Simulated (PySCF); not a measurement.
**From computed data to an observable: chemical shift, span and skew from a shielding tensor**

C₂H₄OSe, SMILES C1OC[Se]1. Atoms are numbered in the order given.

```xyz
8

C      0.0000     1.1056     0.8501
O      0.0000     0.0000     1.7369
C      0.0000    -1.1056     0.8501
Se     0.0000     0.0000    -0.8203
H      0.9119     1.7353     0.9486
H     -0.9119     1.7353     0.9486
H     -0.9119    -1.7353     0.9486
H      0.9119    -1.7353     0.9486
```

Geometry: PBE-D3(BJ)/def2-SVP. This is a generated structure with no PubChem entry under its InChIKey; it may be hypothetical.

GIAO shieldings from PBE0/pcSseg-1 in PySCF, non-relativistic, no solvent. The symmetric part of the tensor of Se4 has the principal values 499.7, 860.9, 2502.7 ppm. The same nucleus in Me2Se has σ = 1740.1 ppm at this level (PySCF, at its B3LYP-D3(BJ)/def2-TZVP geometry).

Problem. Work out the isotropic shielding, the ⁷⁷Se shift against Me2Se, the span and the skew.

Solution. 
σ(iso) = (σ11 + σ22 + σ33)/3 = 1287.8 ppm. δ = σ(ref) − σ(iso) = 1740.1 − (1287.8) = 452.3 ppm.
Span Ω = σ33 − σ11 = 2003.0 ppm. Skew κ = 3(σ(iso) − σ22)/Ω = 0.64. Tumbling in solution averages the tensor to δ; in a static solid the shielding alone would spread this spin-1/2 line over Ω.
